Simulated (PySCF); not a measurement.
Isomers of C2HNO. Gas-phase values, no solvent. Strings in code marks are SMILES.

Computed with PBE-D3(BJ)/def2-TZVP // CAM-B3LYP-D3(BJ)/def2-TZVP (PySCF 2.14.0). Excitations are Tamm–Dancoff values on a coarser integration grid. The basis has no diffuse functions, so Rydberg states are missing or too high.

| species | HOMO (eV) | S1–T1 gap (TDA) (eV) | S1 excitation (TDA) (eV) | LUMO (eV) |
|---|---|---|---|---|
| `C(C=O)#N` | -7.45 | 0.66 | 3.59 | -4.12 |
| `N=C=C=O` | -5.19 | 0.66 | 0.99 | -4.49 |
| `O=c1cn1` | -6.10 | 0.55 | 3.00 | -3.31 |
